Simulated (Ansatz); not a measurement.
Wavefunction ladder for F₃GeHSe, SMILES `[F][Ge]([F])([F])[SeH]`

Z-matrix (Å, degrees):
```
Ge
F 1 1.709
F 1 1.708 2 106.9
F 1 1.709 2 104.4 3 -113.0
Se 1 2.300 2 114.3 3 121.2
H 5 1.471 1 89.8 2 59.9
```

The species carries charge 0 and has multiplicity 1. Correlated methods include outer-core shells of Ge, Se, which these sets cover unevenly. Scalar relativity is left out up to krypton. The structure was optimised at the PBE0-D4/def2-TZVP level. It is one conformer, not always the lowest. Frozen core, restricted reference, Ansatz 0.2.0.

```tsv
basis	HF (Eh)	MP2 corr.
def2-SVP	-4773.44453	-1.01516
def2-TZVPP	-4774.40315	-1.26363
def2-QZVPP	-4774.50765	-1.90221
```

(1) Estimate the CCSD correlation energy and the (T) correction in each basis where they were run (hartree).

Answers

(1) 
| basis | CCSD corr. | (T) |
| --- | --- | --- |
| def2-SVP | -1.01492 | -0.02136 |
| def2-TZVPP | -1.26226 | -0.04142 |
